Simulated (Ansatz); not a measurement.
ClFO2W (`[O]=[W](=[O])([F])[Cl]`). Total charge 0; spin multiplicity 1. W: def2 effective core potential. The structure was optimised at the PBE0-D4/def2-TZVP level.

```xyz
5

O    -1.570   -0.576   -0.414
W    -0.005   -0.022   -0.082
O     1.042   -1.321   -0.368
F     0.412    1.368   -1.229
Cl    0.121    0.552    2.093
```

**Question.** What is the dipole moment at B3LYP/def2-TZVPP? (An estimate is asked.)

**Answer.** Computed: 1.90 D, with components (0.43, 1.55, 1.00) D in this frame, pointing from negative to positive charge.

**Question.** And with PBE, r2SCAN, ωB97M-V? (An estimate is asked.)

**Answer.** Ansatz gave: PBE 1.76 D, r2SCAN 1.81 D, ωB97M-V 1.89 D.

**Question.** Give the Mulliken charges with B3LYP, r2SCAN, ωB97M-V in def2-TZVPP. (Estimate.)

**Answer.** The calculation gave: 
```csv
atom,B3LYP,r2SCAN,ωB97M-V
O1,-0.37,-0.37,-0.37
W2,1.26,1.26,1.23
O3,-0.37,-0.37,-0.37
F4,-0.30,-0.30,-0.30
Cl5,-0.21,-0.22,-0.19
```

B3LYP here is the variant with VWN-RPA as its local correlation; programs differ in this.
